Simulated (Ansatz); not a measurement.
Ga₃N₃⁺. The state is a doublet with charge 1. Geometry PBE-D4/def2-SVP; atoms count from 1.

```
atom   x (Å)   y (Å)   z (Å)
 Ga1   1.458   0.035   0.519
 Ga2  -1.106  -0.330   0.970
 Ga3  -0.368   0.292  -1.475
  N4   0.464  -0.396   1.983
  N5  -1.963  -0.053  -0.668
  N6   1.515   0.453  -1.329
```

The structure comes from a short search, and lower isomers may exist.

Problem. Estimate the Mulliken populations from the PBE0/def2-TZVP orbitals of Ansatz.

Solution. 
```csv
atom,charge (e),spin (α − β)
Ga1,0.62,-0.06
Ga2,0.62,0.02
Ga3,0.62,-0.06
N4,-0.32,0.10
N5,-0.32,0.10
N6,-0.22,0.91
```
Mulliken values depend strongly on the basis.

Problem. Where does the spin sit?

Solution. Summed by element: Ga -0.11, N 1.11, of 1 unpaired in all. Largest on single atoms: N6 0.91, N4 0.10, N5 0.10.

Problem. And the Mayer bond orders between heavy atoms (over 0.3)?

Solution. Ga1–Ga2 0.32 (2.63 Å); Ga1–N4 1.55 (1.82 Å); Ga1–N6 1.07 (1.90 Å); Ga2–Ga3 0.32 (2.63 Å); Ga2–N4 1.25 (1.87 Å); Ga2–N5 1.25 (1.87 Å); Ga3–N5 1.55 (1.82 Å); Ga3–N6 1.07 (1.90 Å).
